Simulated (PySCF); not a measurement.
## Ionisation energy of K²⁺ by level of theory

K²⁺ [Ne] 3s2 3p5 (2P) → K³⁺ [Ne] 3s2 3p4 (3P), as a difference of total energies. All numbers are calculated (PySCF 2.14, no relativity, point nucleus, in def2-SVP (5s3p2d, 24 functions)). Correlated levels: valence: [Ne] 3s2 frozen. The calculations carry no spin-orbit coupling.

| method | ionisation energy (eV) |
| --- | --- |
| UHF | 46.918 |
| TPSS | 48.331 |
| B3LYP | 48.425 |
| MP2 (valence) | 47.227 |
| SCS-MP2 (valence) | 47.233 |
| CCSD (valence) | 47.263 |
| CCSD(T) (valence) | 47.264 |

Question: How much does correlation contribute at CCSD(T) (valence)?

Answer: 47.264 − (46.918) = 0.346 eV, measured against UHF.

These non-relativistic numbers lack the scalar-relativistic shift.

The reference lies between the lowest fine-structure levels, while these numbers refer to the centres of the terms.

Errors of the correlated levels include the incompleteness of this basis and the frozen core.

For comparison: 45.803 eV (semi-empirical (NIST evaluation); NIST Atomic Spectra Database, ionization energies).
